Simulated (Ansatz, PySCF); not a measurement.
Si(H)(Cl) cation (ClHSi), SMILES [SiH]Cl (connectivity only; charge and spin as stated), charge +1, multiplicity 2. Atoms are numbered in the order given.

```xyz
3

Si    -0.2684     1.0529     0.0000
H      0.9281     1.9682     0.0000
Cl     0.1302    -0.8714     0.0000
```
Charge +1, spin multiplicity 2.

The structure is a stationary point at B3LYP-D3(BJ)/def2-TZVP. The multiplicity is an assumed one; other spin states were not compared. The isomer is the one that the SMILES or the coordinates give; other isomers of the formula were not compared.

Two levels are set side by side: PBE-D3(BJ)/def2-TZVP (Ansatz, a first-principles code) and B3LYP-D3(BJ)/def2-TZVP (Ansatz). Each level has its own optimised geometry; the coordinates shown are those of the second. Frequencies come from the Hessian of PySCF at each geometry. Differences are taken from unrounded values.

```tsv
quantity	B3LYP-D3(BJ)
mean bond length (Å)	1.736
bond Si1–Cl3 (Å)	1.965
bond Si1–H2 (Å)	1.507
highest harmonic wavenumber (cm⁻¹)	2023
mean harmonic wavenumber (cm⁻¹)	1101
zero-point energy (kcal/mol)	4.72
```

Q: What does PBE-D3(BJ) give, and how far is it from B3LYP-D3(BJ)? (The exact figures need the calculation; the answer reports its results.)

A: 
```csv
quantity,PBE-D3(BJ),PBE-D3(BJ) minus B3LYP-D3(BJ)
mean bond length (Å),1.748,0.012
bond Si1–Cl3 (Å),1.972,0.007
bond Si1–H2 (Å),1.523,0.017
highest harmonic wavenumber (cm⁻¹),1958,-65
mean harmonic wavenumber (cm⁻¹),1065,-36
zero-point energy (kcal/mol),4.57,-0.16
```

Exact exchange shortens and stiffens bonds; PBE has none. Differences between two approximate levels are no errors against the true value.
